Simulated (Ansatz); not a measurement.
This triplet is an excited state, 3.05 eV above the relaxed singlet at the level composite: frozen-core CCSD(T) with HF/cc-pVQZ and the correlation energy extrapolated as X^-3 from cc-pVTZ and cc-pVQZ, plus CCSDT(Q) minus CCSD(T) in cc-pVDZ // PBE0-D3(BJ)/def2-TZVP (Ansatz, a first-principles code).

A geometry relaxed with PBE0-D3(BJ)/def2-TZVP in Ansatz, charge 0, multiplicity 3:

```xyz
4

O     -0.9084     0.1455     0.3700
Si     0.5684     0.5999    -0.2025
H     -1.4524    -0.3455    -0.2522
F      1.7924    -0.3999     0.0848
```

Q: Write the SMILES of this molecule.

A: `O[Si]F`
